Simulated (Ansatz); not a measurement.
Program: Ansatz 0.2.0.

A structure relaxed at PBE0-D4/def2-TZVP, charge 0, multiplicity 1:

Cartesian coordinates in Å:
```
Cl 2.348 0.471 1.469
B 0.662 0.728 1.865
Si -0.710 -0.071 0.713
C -0.103 -1.208 -0.691
Si -0.246 0.501 -1.448
H 0.432 1.457 2.781
H -2.128 -0.198 1.123
H -0.819 -1.948 -1.040
H 0.890 -1.629 -0.550
H -1.332 0.688 -2.437
H 1.008 1.210 -1.783
```

Give its formula and SMILES.

CH6BClSi2, `ClB[SiH]1C[SiH2]1`.

Summarise the bond lengths by kind.

1 × B–Cl 1.751 Å; 1 × B–Si 1.961 Å; 1 × B–H 1.193 Å; 2 × C–Si 1.875 to 1.906 Å; 1 × Si–Si 2.284 Å; 3 × H–Si 1.479 to 1.482 Å; 2 × C–H 1.087 to 1.088 Å.
